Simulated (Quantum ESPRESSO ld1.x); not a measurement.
Problem. These are the eigenvalues of the occupied orbitals of an atom or ion with whole-number occupations (eV). All-electron calculation, Dirac Kohn-Sham, LDA (Slater exchange, Perdew-Zunger correlation), spin-unpolarised, spherical densities, point nucleus. Program: ld1.x of Quantum ESPRESSO 7.5.

orbital  eigenvalue
1s1/2      -30308.8
2s1/2      -4660.61
2p1/2      -4366.28
2p3/2      -4114.79
3s1/2      -959.588
3p1/2      -839.072
3p3/2      -792.671
3d3/2      -579.017
3d5/2      -569.362
4s1/2      -205.461
4p1/2      -164.544
4p3/2      -155.808
4d3/2      -90.6131
4d5/2      -89.3091

Which element is it, and in what charge state? The configuration may be excited. Open shells, if any, are shared by 2j + 1.

Solution. Z = 51, antimony, charge +5: Sb5+ in [Kr] 4d10. The list shows which subshells hold electrons but not how many an open one holds; the 1s level, -1113.8 hartree, gives Z - s = 47.2 by -(Z - s)^2/2, which with screening and relativity narrows Z to a few neighbours, and the depths of the outer levels then fix element, charge and occupations together.
